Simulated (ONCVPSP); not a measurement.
# Cu (Z = 29): one change to an ONCV potential, before and after

| Property | Result |
| --- | --- |
| Element | Cu (Z = 29) |
| Generator | ONCVPSP 4.0.1 |
| Type | optimised norm-conserving Vanderbilt (ONCV) |
| Functional | LDA (Perdew-Wang 92) |
| Relativity | scalar-relativistic |
| Frozen core | [Ne] 3s2 |
| Valence charge | 17 |
| Reference configuration | 3p6 3d9 4s2 |
| Partial waves | 4s: rc 2.35 bohr, ncon 3, nbas 8, qcut 2.2 1/bohr, 1 projector; 3p: rc 0.75 bohr, ncon 4, nbas 8, qcut 12.4 1/bohr, 2 projectors, debl 1.9 Ha; 3d: rc 1.35 bohr, ncon 4, nbas 9, qcut 12.3 1/bohr, 2 projectors, debl 3.8 Ha; f scattering state at 0.19 Ha: rc 2.00 bohr, ncon 4, nbas 9, qcut 4.9 1/bohr, 2 projectors, debl 1.4 Ha |
| Local potential | polynomial inside 0.65 bohr (lpopt 4, dvloc0 1 Ha) |
| Core correction | Teter function, fcfact 3, rcfact 1.3 |

In the p channel the program set the typed energies aside and used -2.836, 0.250 Ha.

Change: p: ncon 3, nbas 7.

Cutoffs: the cutoffs (Ha) at which the residual kinetic energy of the hardest occupied pseudo-wave falls to 1 and 0.1 mHa per electron; they do not see the model core or the augmentation charge, which bear on the density cutoff. Errors are all-electron minus pseudo energies relative to the spin-unpolarised reference configuration.

Q: How do hardness, ghosts and transferability respond?

A: The potential gets softer (67 Ha and 235 Ha → 58 Ha and 117 Ha); both files keep a bound ghost (s); the errors of the 4 common tests hardly move.

```tsv
quantity	base	changed
cutoff, loose	67 Ha	58 Ha
cutoff, tight	235 Ha	117 Ha
loose cutoff by channel	s 11 Ha, p 67 Ha, d 58 Ha	s 11 Ha, p 44 Ha, d 58 Ha
bound ghosts	s	s
GHOST(+) flags under 300 eV	f at 28.2 eV	f at 28.2 eV
error for 3p6 3d10 4s1, meV [ΔE -2.01 eV]	+94	+94
error for 3p6 3d10 4s0, meV [ΔE 6.42 eV]	+143	+143
error for 3p6 3d9 4s0, meV [ΔE 28.11 eV]	-72	-72
error for 3p6 3d9 4s1 4p1, meV [ΔE 4.93 eV]	-8.8	-8.8
s: phases at 2.39 bohr within 0.05 rad from the reference energy up to (Ha; the scan ends near 5)	0.7	0.7
p: phases at 0.76 bohr within 0.05 rad from the reference energy up to (Ha; the scan ends near 5)	to the end of the scan	to the end of the scan
d: phases at 1.37 bohr within 0.05 rad from the reference energy up to (Ha; the scan ends near 5)	to the end of the scan	to the end of the scan
f: phases at 2.03 bohr within 0.05 rad from the reference energy up to (Ha; the scan ends near 5)	1.0	1.0
rms error of d²Exc/dni dnj with the model core, mHa	3.10	3.08
```

 A true bound ghost makes a file unfit for plane-wave use even where its test errors are small: the radial tests pick states by their node count and pass the ghost by.
